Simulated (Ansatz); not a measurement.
C7H8O, charge -1, doublet (typed; the unrestricted solution is spin-contaminated), geometry from GFN2-xTB (a state made from the parent by changing its charge; the spin is typed, not shown lowest) (a gas-phase anion, which may not be bound at this level). Base run: MP2/STO-3G (Ansatz, a quantum-chemistry and plane-wave program).

The Ansatz input:
Ansatz 0.2 input:
```yaml
crystal:
  periodic: [false, false, false]
  atoms:
    - {symbol: C, position_ang: [-2.77121118, 0.23994044, -0.12958900]}
    - {symbol: O, position_ang: [-1.72656556, -0.47586576, -0.69640917]}
    - {symbol: C, position_ang: [-0.41480403, -0.18609183, -0.23796529]}
    - {symbol: C, position_ang: [0.57638089, -0.93693092, -0.84633274]}
    - {symbol: C, position_ang: [1.95745203, -0.72101169, -0.45145035]}
    - {symbol: C, position_ang: [2.23818130, 0.22105693, 0.51308302]}
    - {symbol: C, position_ang: [1.24591567, 0.96727554, 1.11675891]}
    - {symbol: C, position_ang: [-0.14392109, 0.75840415, 0.72765808]}
    - {symbol: H, position_ang: [-3.69040157, -0.11864350, -0.60395580]}
    - {symbol: H, position_ang: [-2.84707108, 0.07724334, 0.95580377]}
    - {symbol: H, position_ang: [-2.68021740, 1.32166249, -0.30819494]}
    - {symbol: H, position_ang: [0.32250921, -1.66874338, -1.60032154]}
    - {symbol: H, position_ang: [2.74106856, -1.30475941, -0.92271470]}
    - {symbol: H, position_ang: [3.27619734, 0.38445309, 0.81097107]}
    - {symbol: H, position_ang: [1.47210552, 1.70835316, 1.87621521]}
    - {symbol: H, position_ang: [-0.90962762, 1.35150459, 1.21049448]}
basis:
  gaussian:
    orbitals: STO-3G
total_charge: -1
magnetization: {spin_polarized: true, initial_magnetization: 1}
correlation: {method: mp2}
```

Each row names what was changed in the base input (with any setting that the change needs).

```tsv
change	basis functions	E (Eh)	MP2 correlation (Eh)	core-seconds (rough)	outcome
base	48	-340.49368	-0.39324	2	converged
basis = 6-311+G(2d,p)	-	-	-	-	cut at the time limit
basis = aug-cc-pVDZ	-	-	-	-	cut at the time limit
basis = aug-pcseg-1	-	-	-	-	cut at the time limit
basis = 6-31+G*	-	-	-	-	cut at the time limit
basis = 6-31G	88	-345.06623	-0.71578	5	converged
basis = 3-21G	88	-343.28033	-0.71182	3	converged
basis = pcseg-0	88	-344.24440	-0.72513	6	converged
basis = def2-SV(P)	128	-345.26301	-1.04596	10	converged
basis = pcseg-1	152	-345.51510	-1.11152	20	converged
basis = 6-31G**	160	-345.60919	-1.11271	10	converged
basis = 6-311G**	192	-345.74902	-1.17550	20	converged
```

Totals compare only among sets that treat the same electrons; sets with core potentials leave the core out.

A gas-phase anion may not be bound at this level; its values then depend on the basis.
